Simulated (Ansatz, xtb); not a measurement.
Two conformers of FH7NSi2+

Structure a is `F[SiH2][NH2+][SiH3]`, a singlet and structure b is `F[SiH2][NH2+][SiH3]`, a singlet. Both are isolated ions in the gas phase, relaxed with PBE0-D3(BJ)/def2-SVP.

a (Å):

```xyz
11

F    -1.8820    1.9632    2.0861
N     0.1582    1.8497    0.3197
Si   -1.2223    0.8689    1.1228
Si    0.8995    1.1415   -1.2747
H    -2.1071    0.5000    0.0029
H    -0.5323   -0.2029    1.8618
H     0.9081    1.9895    1.0116
H    -0.1967    2.7989    0.1303
H    -0.1740    1.3643   -2.2687
H     2.1332    1.9304   -1.4844
H     1.1202   -0.2817   -0.9256
```

b (Å):

```yaml
atoms:
  - { symbol: F, position_ang: [-0.9338, -1.2365, 2.5938] }
  - { symbol: N, position_ang: [-0.1641, -2.2593, 0.2485] }
  - { symbol: Si, position_ang: [-0.0656, -2.4960, 2.1036] }
  - { symbol: Si, position_ang: [-0.3728, -0.4506, -0.3250] }
  - { symbol: H, position_ang: [1.3641, -2.3409, 2.4242] }
  - { symbol: H, position_ang: [-0.7305, -3.7775, 2.3961] }
  - { symbol: H, position_ang: [0.6799, -2.6471, -0.1957] }
  - { symbol: H, position_ang: [-0.9421, -2.8116, -0.1378] }
  - { symbol: H, position_ang: [0.6649, 0.2624, 0.4524] }
  - { symbol: H, position_ang: [-1.7713, -0.1292, 0.0257] }
  - { symbol: H, position_ang: [-0.0984, -0.5373, -1.7772] }
```

Question: Estimate E(b) − E(a) at the level CCSD(T)/def2-SVP + ΔMP2/def2-TZVPP.

Answer: Too close to call at this level: CCSD(T)/def2-SVP + ΔMP2/def2-TZVPP gives E(b) − E(a) = −0.27 kcal/mol.

How the difference moves with the method:

| level | geometry | E(b) − E(a) (kcal/mol) | departure from the last row (kcal/mol) | job, with rough time for the two |
| --- | --- | --- | --- | --- |
| PBE0-D3(BJ)/def2-SVP | PBE0-D3(BJ)/def2-SVP | −0.86 | −0.59 | optimisation, 42 s |
| HF/def2-SVP | PBE0-D3(BJ)/def2-SVP | −0.85 | −0.58 | part of the CCSD(T) run |
| MP2/def2-SVP | PBE0-D3(BJ)/def2-SVP | −0.87 | −0.60 | part of the CCSD(T) run |
| CCSD(T)/def2-SVP | PBE0-D3(BJ)/def2-SVP | −0.92 | −0.65 | single point |
| CCSD(T)/def2-SVP + ΔMP2/def2-TZVPP | PBE0-D3(BJ)/def2-SVP | −0.27 |  | single point, 12 s |

The largest departure from CCSD(T)/def2-SVP + ΔMP2/def2-TZVPP is that of CCSD(T)/def2-SVP, 0.65 kcal/mol. Levels run at GFN2-xTB geometries aren't shown. The last row adds to CCSD(T) the change of the MP2 difference between the two basis sets, here +0.65 kcal/mol.

With harmonic frequencies from PBE0-D3(BJ)/def2-SVP (ideal gas, rigid rotor, one conformer each, 298.15 K, 1 atm): on the last row, ΔE + ΔZPE = −0.12 kcal/mol. A mode under 50 cm⁻¹ makes harmonic enthalpies and free energies unreliable, so none is given.

The correlated steps freeze 12 core orbitals. Run with Ansatz 0.2.0; the last row on 2 threads of Intel(R) Xeon(R) 6975P-C (Granite Rapids) on a shared host.
